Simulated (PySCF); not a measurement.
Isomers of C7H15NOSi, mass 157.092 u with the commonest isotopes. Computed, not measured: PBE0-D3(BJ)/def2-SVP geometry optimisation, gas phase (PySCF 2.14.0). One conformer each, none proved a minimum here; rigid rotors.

Task: Order these by radius of gyration √(Σ m r²/M), largest first.
A. `[CH3:1][C:2](=[O:3])[NH:4][SiH2:5][CH:6]1[CH2:7][CH2:8][CH2:9][CH2:10]1` with C1–C2–N4–Si5 -179°, C2–N4–Si5–C6 177°, N4–Si5–C6–C7 -54°, Si5–C6–C7–C8 -140°, C6–C7–C8–C9 37°, C7–C8–C9–C10 -42°, C8–C9–C10–C6 31°
B. `[CH2:1]=[CH:2][CH2:3][C@@H:4]1[CH2:5][O:6][Si@H:7]([NH:8][CH3:9])[CH2:10]1` with C1–C2–C3–C4 -119°, C2–C3–C4–C5 -174°, O6–Si7–N8–C9 88°, C3–C4–C5–O6 -167°, C4–C5–O6–Si7 28°, C5–O6–Si7–N8 113°, O6–Si7–C10–C4 -17°
C. `[CH2:1]=[CH:2][Si@:3]1([N:4]([CH3:5])[CH3:6])[CH2:7][CH2:8][CH2:9][O:10]1` with C1–C2–Si3–N4 116°, C2–Si3–N4–C5 -72°, C2–Si3–C7–C8 -101°, Si3–C7–C8–C9 -32°, C7–C8–C9–O10 43°, C8–C9–O10–Si3 -31°
D. `[CH3:1]/[CH:2]=[CH:3]/[O:4][SiH2:5][N:6]1[CH2:7][CH2:8][CH2:9][CH2:10]1` with C2–C3–O4–Si5 3°, C3–O4–Si5–N6 179°, O4–Si5–N6–C7 84°, Si5–N6–C7–C8 153°, N6–C7–C8–C9 23°, C7–C8–C9–C10 1°, C8–C9–C10–N6 -23°

Result: D (2.875 Å), A (2.703 Å), B (2.675 Å), C (2.202 Å).

Task: Order these by out-of-plane moment Σ m c² = (Ia + Ib − Ic)/2, smallest first.
A. `[CH2:1]=[CH:2][Si@:3]1([N:4]([CH3:5])[CH3:6])[CH2:7][CH2:8][CH2:9][O:10]1` with C1–C2–Si3–N4 116°, C2–Si3–N4–C5 -72°, C2–Si3–C7–C8 -101°, Si3–C7–C8–C9 -32°, C7–C8–C9–O10 43°, C8–C9–O10–Si3 -31°
B. `[CH2:1]=[CH:2][CH2:3][C@@H:4]1[CH2:5][O:6][Si@H:7]([NH:8][CH3:9])[CH2:10]1` with C1–C2–C3–C4 -119°, C2–C3–C4–C5 -174°, O6–Si7–N8–C9 88°, C3–C4–C5–O6 -167°, C4–C5–O6–Si7 28°, C5–O6–Si7–N8 113°, O6–Si7–C10–C4 -17°
C. `[CH3:1][C:2](=[O:3])[NH:4][SiH2:5][CH:6]1[CH2:7][CH2:8][CH2:9][CH2:10]1` with C1–C2–N4–Si5 -179°, C2–N4–Si5–C6 177°, N4–Si5–C6–C7 -54°, Si5–C6–C7–C8 -140°, C6–C7–C8–C9 37°, C7–C8–C9–C10 -42°, C8–C9–C10–C6 31°
D. `[CH3:1]/[CH:2]=[CH:3]/[O:4][SiH2:5][N:6]1[CH2:7][CH2:8][CH2:9][CH2:10]1` with C2–C3–O4–Si5 3°, C3–O4–Si5–N6 179°, O4–Si5–N6–C7 84°, Si5–N6–C7–C8 153°, N6–C7–C8–C9 23°, C7–C8–C9–C10 1°, C8–C9–C10–N6 -23°

Result: C (35.93 u·Å²), B (37.13 u·Å²), D (46.79 u·Å²), A (117.22 u·Å²).

Task: Order these by dipole moment, smallest first.
A. `[CH2:1]=[CH:2][CH2:3][C@@H:4]1[CH2:5][O:6][Si@H:7]([NH:8][CH3:9])[CH2:10]1` with C1–C2–C3–C4 -119°, C2–C3–C4–C5 -174°, O6–Si7–N8–C9 88°, C3–C4–C5–O6 -167°, C4–C5–O6–Si7 28°, C5–O6–Si7–N8 113°, O6–Si7–C10–C4 -17°
B. `[CH3:1]/[CH:2]=[CH:3]/[O:4][SiH2:5][N:6]1[CH2:7][CH2:8][CH2:9][CH2:10]1` with C2–C3–O4–Si5 3°, C3–O4–Si5–N6 179°, O4–Si5–N6–C7 84°, Si5–N6–C7–C8 153°, N6–C7–C8–C9 23°, C7–C8–C9–C10 1°, C8–C9–C10–N6 -23°
C. `[CH2:1]=[CH:2][Si@:3]1([N:4]([CH3:5])[CH3:6])[CH2:7][CH2:8][CH2:9][O:10]1` with C1–C2–Si3–N4 116°, C2–Si3–N4–C5 -72°, C2–Si3–C7–C8 -101°, Si3–C7–C8–C9 -32°, C7–C8–C9–O10 43°, C8–C9–O10–Si3 -31°
D. `[CH3:1][C:2](=[O:3])[NH:4][SiH2:5][CH:6]1[CH2:7][CH2:8][CH2:9][CH2:10]1` with C1–C2–N4–Si5 -179°, C2–N4–Si5–C6 177°, N4–Si5–C6–C7 -54°, Si5–C6–C7–C8 -140°, C6–C7–C8–C9 37°, C7–C8–C9–C10 -42°, C8–C9–C10–C6 31°

Result: B (1.15 D), C (1.35 D), A (1.49 D), D (4.12 D).

| SMILES | point group | Ia (u·Å²) | Ib (u·Å²) | Ic (u·Å²) | κ | μa (D) | μb (D) | μc (D) |
| --- | --- | --- | --- | --- | --- | --- | --- | --- |
| C=C[Si@]1(N(C)C)CCCO1 | C1 | 384.09 | 494.79 | 644.45 | -0.11 | 0.11 | 0.37 | 1.29 |
| CC(=O)N[SiH2]C1CCCC1 | C1 | 174.80 | 1008.80 | 1111.74 | -0.96 | 1.81 | 3.36 | 1.54 |
| C=CC[C@@H]1CO[Si@H](NC)C1 | C1 | 204.19 | 956.84 | 1086.77 | -0.94 | 0.35 | 1.15 | 0.88 |
| C/C=C/O[SiH2]N1CCCC1 | near Cs | 116.24 | 1229.45 | 1252.10 | -1.00 | 1.14 | 0.01 | 0.18 |
